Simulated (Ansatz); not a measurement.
Input for Ansatz (a program for electronic structure): R-CCSD(T)/cc-pV(D+d)Z on CH5AlS (SMILES C[S][AlH2]), a point of a torsion scan. Files ending in .json are basis or fitting sets from the Basis Set Exchange.

Ansatz 0.2 input:
```yaml
crystal:
  periodic: [false, false, false]
  atoms:
    - {symbol: C, position_ang: [1.34884399, 0.16157110, 0.10139194]}
    - {symbol: S, position_ang: [0.18770025, -1.15043577, 0.67442812]}
    - {symbol: Al, position_ang: [-1.57048445, -0.39046587, -0.39081743]}
    - {symbol: H, position_ang: [2.00937350, -0.26327233, -0.64781125]}
    - {symbol: H, position_ang: [1.92437126, 0.48066050, 0.96381421]}
    - {symbol: H, position_ang: [0.79784392, 1.00951467, -0.31206544]}
    - {symbol: H, position_ang: [-2.70756512, -1.28564641, -0.90680414]}
    - {symbol: H, position_ang: [-1.62133381, 1.12520767, -0.68434780]}
basis:
  gaussian:
    orbitals: cc-pV_D+d_Z.json
magnetization: {spin_polarized: false}
correlation: {method: ccsd_t, electrons: outside_noble_gas}
scf: {lower_state_search: off}
```

The head of its log:

```
WARN ansatz: RAYON_NUM_THREADS=1 ignored (pool sized by the plan → 1); use --threads N
Functional definition: HF
these checks for a lower state are left out or cut short: stability, starts, cluster_reference, orbital_swaps, neighbouring_geometries, increment
integrals: 0.08 GiB planned
821 factors; integrals over basis functions are off by at most 9.4e-4 eV
mean field: 0.20 GiB planned
mean field evaluation 1: about -18509.4970 eV, gradient 1.7e1 eV
mean field evaluation 2: about -18509.5486 eV, gradient 1.7e1 eV
mean field evaluation 4: about -18510.7159 eV, gradient 2.1e0 eV
mean field evaluation 8: about -18510.7312 eV, gradient 1.2e-1 eV
mean field -18510.73133288 eV, -680.2568294591 hartree, gradient 5.3e-6 eV, S^2 0.000000; 0 other end points of the search recorded, 0 dependent functions left out
11 core orbitals not correlated
reference -18510.73133288 eV, -680.2568294591 hartree; 9, 9 occupied and 65, 65 virtual orbitals, 821 factors
```

Problem. Predict the final total energy.

Solution. -680.6639 hartree (reference determinant -680.2568, T1 diagnostic 0.012).
